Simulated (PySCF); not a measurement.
A structure optimised at B3LYP-D3(BJ)/def2-SVP, used in a PySCF frequency run:

```
N
H 1 1.0189
H 1 1.0189 2 110.90
Te 1 2.0153 2 114.84 3 132.26
Br 4 2.5821 1 104.12 2 -65.18
```

Q: Write its SMILES, formula and point group.

A: N[Te]Br, BrH₂NTe, Cs

Q: What are its rotational constants (standard atomic weights)?

A: 8.9752, 1.3783, 1.2029 GHz
